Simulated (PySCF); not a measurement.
Dipole moment and polarisability of `F/C=C/O/C=C(\F)OC(F)F`

Species: C5H4F4O2.
SMILES with atom numbers: `[F:1]/[CH:2]=[CH:3]/[O:4]/[CH:5]=[C:6](\[F:7])[O:8][CH:9]([F:10])[F:11]` (hydrogens: H12 on C2; H13 on C3; H14 on C5; H15 on C9)

Geometry (PBE0-D3(BJ)/def2-SVP, Å), atoms numbered from 1 in this order:
```xyz
15
C5H4F4O2 angstrom
F      4.657    0.480   -0.477
C      3.533    0.307    0.212
C      2.391    0.031   -0.417
O      1.246   -0.156    0.284
C      0.108   -0.375   -0.405
C     -1.067   -0.481    0.216
F     -1.209   -0.335    1.527
O     -2.202   -0.818   -0.425
C     -3.173    0.161   -0.495
F     -4.287   -0.438   -0.888
F     -2.828    1.073   -1.413
H      3.634    0.407    1.295
H      2.347   -0.059   -1.507
H      0.155   -0.489   -1.490
H     -3.326    0.668    0.473
```

Level: wB97X-D/def2-SVPD (PySCF), static field, nuclei fixed, core orbitals frozen in the response. The polarisability tensor in these axes (au):

```
x   116.03   6.24   1.86
y     6.24  53.68   0.69
z     1.86   0.69  64.72
```

Task: What are the eigenvalues, a third of the trace, and Δα (Δα² = ½Σ(αi − αj)² over the three pairs)?

Result: Principal values 53.04, 64.68 and 116.72 au; mean 78.14 au = 11.58 Å³ = 12.88 × 10⁻⁴⁰ C²·m²/J; Δα = 58.73 au (75 % of the mean).

Task: What is the dipole moment, and where does it point?

Result: (0.12, 0.40, 0.20) D, 0.46 D in size, pointing from the negative to the positive side. Measured along this direction, the outermost atoms are F10 at the negative end and H12 at the positive end.

Task: Form Σ f/ω² (atomic units) for the 10 lowest TDDFT singlets, given as eV and f, and set it beside the mean polarisability, which is this sum over all singlets: 6.13, 0.0163; 6.37, 0.6650; 6.63, 0.1183; 6.86, 0.0270; 7.18, 0.0082; 7.49, 0.0016; 7.88, 0.0008; 7.99, 0.0004; 8.15, 0.0746; 8.26, 0.0487.

Result: They add up to 16.38 au, 21.0 % of the 78.14 au; the largest single term is 12.12 au, from the state at 6.37 eV. Terms in order: 0.32, 12.12, 1.99, 0.43, 0.12, 0.02, 0.01, 0.01, 0.83, 0.53 au. Higher excitations give the rest. The strengths listed sum to 0.961.

Task: Give the eigenvalues of the traceless quadrupole moment Θ = ½Σq(3rr − r²1), origin at the centre of nuclear charge.

Result: -9.95, 0.48, 9.47 D·Å. The values depend on the origin, since the dipole doesn't vanish. The electronic extent ⟨r²⟩ about the same centre is 2911 bohr², a root-mean-square distance of 3.08 Å for the 86 electrons.

Task: Rayleigh depolarisation ratio (linearly polarised light, static tensor)?

Result: ρ = 3Δα²/(45ᾱ² + 4Δα²) = 10348.8/(274797 + 13798.4) = 0.0359.

Task: Molar refractivity from α?

Result: Lorentz–Lorenz: R = (4π/3)N_A α = 2.5225 cm³/(mol·Å³) × 11.58 Å³ = 29.2 cm³/mol, in the limit of long wavelengths.

Isolated species at its PBE0-D3(BJ)/def2-SVP geometry (one conformer only).
